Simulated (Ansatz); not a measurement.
The cluster Si₃Ge₃. Charge 0, multiplicity 1. Geometry PBE0-D4/def2-SVP; atoms count from 1.

Cartesian coordinates in Å:
```
Si -0.3294 -1.3128 1.3524
Si -1.9093 0.1007 0.1167
Si -0.0125 -0.8901 -1.0046
Ge 0.2588 1.1058 0.9268
Ge -0.0761 1.4639 -1.5440
Ge 2.0685 -0.4676 0.1528
```

The restricted singlet is unstable towards broken spin symmetry in Hartree–Fock (as tested in another run); at PBE0-D4/def2-TZVP this wasn't settled. The structure comes from a short search, and lower isomers may exist.

(1) Estimate the Mulliken populations from the PBE0/def2-TZVP orbitals of Ansatz.

(2) And the Mayer bond orders between bonded heavy atoms (over 0.3)?

Results:

(1) 
```json
{"atom": "Si1", "charge (e)": "-0.06"}
{"atom": "Si2", "charge (e)": "-0.06"}
{"atom": "Si3", "charge (e)": "-0.08"}
{"atom": "Ge4", "charge (e)": "0.02"}
{"atom": "Ge5", "charge (e)": "0.10"}
{"atom": "Ge6", "charge (e)": "0.09"}
```
Mulliken values and Mayer orders depend strongly on the basis.

(2) Si1–Si2 0.77 (2.45 Å); Si1–Si3 0.71 (2.42 Å); Si1–Ge4 0.61 (2.53 Å); Si1–Ge6 0.47 (2.81 Å); Si2–Si3 0.71 (2.42 Å); Si2–Ge4 0.62 (2.52 Å); Si3–Ge4 0.55 (2.79 Å); Si3–Ge5 0.82 (2.42 Å); Si3–Ge6 0.82 (2.42 Å); Ge4–Ge5 0.70 (2.52 Å); Ge4–Ge6 0.70 (2.52 Å). Values over 0.3 also appear between atoms too far apart for a bond (Si1–Ge5 0.38 at 4.02 Å; Si2–Ge5 0.46 at 2.82 Å; Si2–Ge6 0.38 at 4.02 Å); they arise where an orbital or an unpaired electron spreads over both atoms.
